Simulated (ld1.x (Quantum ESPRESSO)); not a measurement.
# S: RRKJ pseudisation with PBEsol, scalar-relativistic reference atom.

sulfur (S), norm-conserving RRKJ (Kleinman–Bylander form), made with ld1.x (Quantum ESPRESSO) 7.5 (PBEsol, scalar-relativistic). Core [Ne], reference 3s2 3p4. Waves: 3p (bound): rc 1.90 bohr; 3s (bound): rc 1.35 bohr. Local part: the s channel. Core correction: a·sin(br)/r model core inside 0.95 bohr. rho0 = 0.01.

All-electron outer shells of the reference configuration (PBEsol, scalar-relativistic, ld1.x):

```
shell  level (eV)  outermost node (bohr)  outermost maximum (bohr)
   2s     -211.24                   0.13                      0.39
   2p     -156.32                      –                      0.33
   3s      -17.19                   0.60                      1.40
   3p       -6.98                   0.58                      1.61
```

Q: Estimate the cutoffs (Ry, on a coarse ladder) from which the occupation-weighted sum of valence levels, in a spherical-Bessel basis at the reference potential, stays within 10 and 1 mRy of its value at 400 Ry.

A: 40 Ry and 60 Ry.

Q: What does a ghost test show?

A: No extra level below or beside the all-electron valence levels (p, s, d, f tested).

Q: Which valence shell sets the plane-wave cutoff?

A: 3s: its level needs 55 Ry to come within 1 mRy, against 30 Ry for 3p.

Q: Tests: 3s2 3p3; 3s2 3p2; 3s2 3p1; 3s2 3p0; 3s2 3p3.5; 3s0 3p6; 3s2 3p4.3. Which has the largest error in its energy relative to the reference configuration, and how large is it?

A: 3s2 3p0, with +258 meV (all-electron minus pseudo) on +114.73 eV.
